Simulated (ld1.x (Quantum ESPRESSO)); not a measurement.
## bismuth (Bi), TM: configuration errors across variants

- Element: Bi
- Generator: ld1.x (Quantum ESPRESSO) 7.5
- Type: norm-conserving Troullier–Martins (Kleinman–Bylander form)
- Functional: PBE
- Relativity: scalar-relativistic
- Frozen core: [Xe] 4f14
- Valence charge: 15
- Reference configuration: 5d10 6s1.5 6p3.5
- Partial waves: 6s (bound): rc 1.80 bohr; 6p (bound): rc 1.95 bohr; 5d (bound): rc 1.90 bohr
- Local potential: all-electron potential smoothed inside 1.35 bohr (lloc = -1)
- Core correction: Bessel-smoothed model core inside 0.95 bohr

All-electron excitation energies from the reference (eV): (1) 5d10 6s2 6p3 -4.997; (2) 5d10 6s2 6p2 2.915; (3) 5d10 6s2 6p1 18.162; (4) 5d10 6s1 6p4 5.085; (5) 5d10 6s0 6p5 15.504; (6) 5d10 6s1 6p3 13.734; (7) 5d10 6s1 6p0 86.910.

1 further variants failed, have other tests or too few solved ones, and are left out.

A true bound ghost makes a file unfit for plane-wave use even where its test errors are small: the radial tests pick states by their node count and pass the ghost by.

Errors AE − PS in meV (a dash: test not solved or not reliable):

```csv
change,(1),(2),(3),(4),(5),(6),(7),bound ghosts
base,+0.5,-3.9,-12,-2.0,-11,-4.0,-55,"s, p"
wave 6p (bound): rc 1.95 bohr becomes 6p (bound): rc 1.46 bohr,-6.4,-28,-85,-9.9,-88,-12,-180,"p, s"
wave 6p (bound): rc 1.95 bohr becomes 6p (bound): rc 1.72 bohr,-0.4,-5.5,-16,-3.1,-22,-9.0,-44,"s, p"
wave 6p (bound): rc 1.95 bohr becomes 6p (bound): rc 1.92 bohr,+0.5,-3.9,-12,-2.0,-11,-4.0,-55,"s, p"
wave 6p (bound): rc 1.95 bohr becomes 6p (bound): rc 2.38 bohr,-0.1,-5.8,-17,-2.5,-16,-3.2,-56,"s, p"
wave 6p (bound): rc 1.95 bohr becomes 6p (bound): rc 2.68 bohr,+0.5,-5.0,-16,-1.9,-11,-2.8,-71,"s, p"
wave 6p (bound): rc 1.95 bohr becomes 6p (bound): rc 2.86 bohr,+1.3,-4.0,-17,-1.0,-2.1,-1.9,-103,"s, p"
```

Question: Give the same row for: wave 6p (bound): rc 1.95 bohr becomes 6p (bound): rc 2.18 bohr.

Answer: +0.1, -5.4, -16, -2.3, -15, -3.1, -58; bound ghosts: s, p.
